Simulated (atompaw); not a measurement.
## What one change does to a pseudopotential (platinum (Pt), PAW (atompaw))

platinum, PAW, made with atompaw 4.2.0.5 (PBE, scalar-relativistic). Core [Xe] 4f14, reference 5d9 6s0.5 6p0.5. Waves: 6s (bound): rc 3.00 bohr; 6s channel at 1.1 Ry: rc 3.00 bohr; 6p (bound): rc 3.00 bohr; 6p channel at 2.4 Ry: rc 3.00 bohr; 5d (bound): rc 1.75 bohr; 5d channel at 2 Ry: rc 3.00 bohr. Local part: troulliermartins scheme with l = 3 at 0 Ry, radius 2.85 bohr. Core correction: smooth core density matched at 2.40 bohr. Augmentation charge: besselshape compensation charge, radius 2.45 bohr; PAW radius 3.00 bohr; waves and projectors: custom polynom2 7 10 vanderbiltortho.

All-electron outer shells of the reference configuration (PBE, scalar-relativistic, ld1.x):

```json
{"shell": "4f", "level (eV)": "-71.15", "outermost node (bohr)": "–", "outermost maximum (bohr)": "0.38"}
{"shell": "5p", "level (eV)": "-57.12", "outermost node (bohr)": "0.53", "outermost maximum (bohr)": "0.98"}
{"shell": "5d", "level (eV)": "-7.20", "outermost node (bohr)": "0.57", "outermost maximum (bohr)": "1.26"}
{"shell": "6s", "level (eV)": "-6.46", "outermost node (bohr)": "1.14", "outermost maximum (bohr)": "2.35"}
{"shell": "6p", "level (eV)": "-1.40", "outermost node (bohr)": "1.36", "outermost maximum (bohr)": "3.55"}
```

Change: all radii scaled by about 1.21 (s 3.62, p 3.62, d 2.12 bohr); local potential troulliermartins scheme with l = 3 at 0 Ry, radius 3.44 bohr; augmentation besselshape compensation charge, radius 2.96 bohr; PAW radius 3.62 bohr; waves and projectors: custom polynom2 7 10 vanderbiltortho; core correction smooth core density matched at 2.90 bohr.

Cutoffs: the cutoffs (Ry, on a coarse ladder) from which the occupation-weighted sum of valence levels, in a spherical-Bessel basis at the reference potential, stays within 10 and 1 mRy of its value at 400 Ry; they do not see the model core or the augmentation charge, which bear on the density cutoff.

Problem. What does the change do?

Solution. The potential gets softer (30 Ry and 180 Ry → 21 Ry and 30 Ry); neither file shows a bound ghost. A larger radius leaves more room for a smooth pseudo-wave, so fewer plane waves are needed.

| quantity | base | changed |
| --- | --- | --- |
| cutoff, loose | 30 Ry | 21 Ry |
| cutoff, tight | 180 Ry | 30 Ry |
| loose cutoff by channel (10 mRy a level) | s 6 Ry, p 6 Ry, d 21 Ry | s 6 Ry, p 6 Ry, d 18 Ry |
| bound ghosts | none | none |
| lowest overlap eigenvalue by channel | s 0.83, p 0.90, d 0.56 | s 0.72, p 0.77, d 0.72 |

 The cutoffs see the waves, projectors and local potential, not the compensation charge or the core.
